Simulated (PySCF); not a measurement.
Atomic charges against the basis set

Species: C4H3BO2.
Atom-mapped SMILES: `[CH:1]#[C:2][C:3]#[C:4][B:5]([OH:6])[OH:7]` (hydrogens: H8 on C1; H9 on O6; H10 on O7)

PBE0 throughout (PySCF), one geometry, spherical d and f functions. Isolated species at its PBE0-D3(BJ)/def2-SVP geometry (one conformer only). Atoms taken as equivalent share a column and are averaged. The first 7 of 8 kinds of atom are listed.

Mulliken charges (e):

| basis | functions | C1 | C2 | C3 | C4 | B5 | O6/O7 | H8 |
| --- | --- | --- | --- | --- | --- | --- | --- | --- |
| pcSseg-0 | 69 | -0.203 | -0.047 | -0.153 | -0.362 | +0.933 | -0.625 | +0.303 |
| 6-31G* | 104 | -0.873 | +0.562 | +0.612 | -0.751 | +0.448 | -0.573 | +0.281 |
| cc-pVDZ | 113 | -0.749 | +0.543 | +0.559 | -0.504 | 0.000 | -0.088 | +0.011 |
| def2-SVP | 113 | -0.369 | +0.294 | +0.311 | -0.469 | +0.025 | -0.120 | +0.068 |
| aug-cc-pVDZ | 188 | +0.879 | -0.084 | +0.729 | -0.313 | +0.501 | -0.640 | -0.869 |
| 6-311+G(2d,p) | 207 | -0.434 | +0.574 | -0.422 | -0.200 | +0.904 | -0.586 | +0.165 |
| def2-TZVP | 235 | -0.161 | -0.004 | -0.057 | -0.181 | +0.314 | -0.386 | +0.194 |
| cc-pVTZ | 252 | -0.430 | +0.375 | +0.388 | -0.638 | +0.187 | -0.230 | +0.155 |
| IGLO-III | 275 | -0.143 | -0.050 | -0.076 | -0.281 | +0.832 | -0.518 | +0.168 |

IAO charges (e):

```tsv
basis	functions	C1	C2	C3	C4	B5	O6/O7	H8
pcSseg-0	69	-0.159	-0.035	-0.013	-0.178	+0.422	-0.483	+0.207
6-31G*	104	-0.170	-0.032	-0.017	-0.183	+0.501	-0.525	+0.210
cc-pVDZ	113	-0.178	-0.029	-0.020	-0.177	+0.482	-0.520	+0.213
def2-SVP	113	-0.169	-0.031	-0.018	-0.177	+0.473	-0.514	+0.206
aug-cc-pVDZ	188	-0.183	-0.028	-0.016	-0.179	+0.497	-0.542	+0.218
6-311+G(2d,p)	207	-0.182	-0.028	-0.015	-0.181	+0.503	-0.544	+0.219
def2-TZVP	235	-0.183	-0.028	-0.015	-0.182	+0.507	-0.544	+0.218
cc-pVTZ	252	-0.183	-0.028	-0.016	-0.182	+0.506	-0.543	+0.218
IGLO-III	275	-0.183	-0.028	-0.015	-0.181	+0.506	-0.546	+0.219
```

Hirshfeld charges (e):

```csv
basis,functions,C1,C2,C3,C4,B5,O6/O7,H8
pcSseg-0,69,-0.059,-0.035,-0.028,-0.117,+0.230,-0.241,+0.108
6-31G*,104,-0.070,-0.035,-0.031,-0.110,+0.232,-0.237,+0.112
cc-pVDZ,113,-0.068,-0.036,-0.031,-0.111,+0.229,-0.231,+0.108
def2-SVP,113,-0.065,-0.035,-0.029,-0.110,+0.235,-0.239,+0.106
aug-cc-pVDZ,188,-0.064,-0.037,-0.029,-0.107,+0.253,-0.244,+0.108
"6-311+G(2d,p)",207,-0.061,-0.038,-0.030,-0.108,+0.255,-0.246,+0.108
def2-TZVP,235,-0.064,-0.036,-0.029,-0.107,+0.252,-0.247,+0.108
cc-pVTZ,252,-0.066,-0.035,-0.029,-0.107,+0.251,-0.244,+0.108
IGLO-III,275,-0.064,-0.036,-0.029,-0.106,+0.256,-0.247,+0.108
```

**Question.** Which scheme is steadiest as the basis changes?

**Answer.** Largest range over the bases for any column: Hirshfeld 0.03 e, IAO 0.09 e, Mulliken 1.75 e. Hirshfeld charges move least and Mulliken charges most, counted in e.

**Question.** How much do the charges still move between the two largest bases, cc-pVTZ and IGLO-III?

**Answer.** At most, over all atoms: Mulliken 0.645 e, IAO 0.004 e, Hirshfeld 0.005 e.

**Question.** What do the same runs give for the total energy, the frontier levels and the dipole moment?

**Answer.** 
| basis | energy (Eh) | HOMO (eV) | LUMO (eV) | μ (D) |
| --- | --- | --- | --- | --- |
| pcSseg-0 | -328.3933 | -7.97 | -1.68 | 3.79 |
| 6-31G* | -329.1172 | -7.41 | -1.31 | 2.92 |
| cc-pVDZ | -329.1572 | -7.54 | -1.45 | 2.56 |
| def2-SVP | -328.8947 | -7.67 | -1.57 | 2.79 |
| aug-cc-pVDZ | -329.1804 | -7.74 | -1.72 | 2.77 |
| 6-311+G(2d,p) | -329.2391 | -7.78 | -1.76 | 2.90 |
| def2-TZVP | -329.2673 | -7.74 | -1.70 | 2.84 |
| cc-pVTZ | -329.2579 | -7.70 | -1.65 | 2.72 |
| IGLO-III | -329.2741 | -7.76 | -1.74 | 2.80 |

The dipole is fixed by the density alone, so its range of 1.23 D shows that the density itself changes with the basis, not only its division among atoms.
